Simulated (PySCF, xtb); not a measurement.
Be(Br)(Me) (CH3BeBr), SMILES [CH3][Be][Br].

xtb with GFN2-xTB at its own geometry gives an orbital gap of 5.81 eV and a dipole moment of 3.57 D.

Geometry: ωB97X-D3(BJ)/def2-TZVP.

Q: What does CAM-B3LYP/def2-TZVPD run with PySCF give? (The exact figures need the calculation; the answer reports its results.)

A: gap 10.29 eV (levels -10.09 and 0.20 eV), dipole 1.16 D.
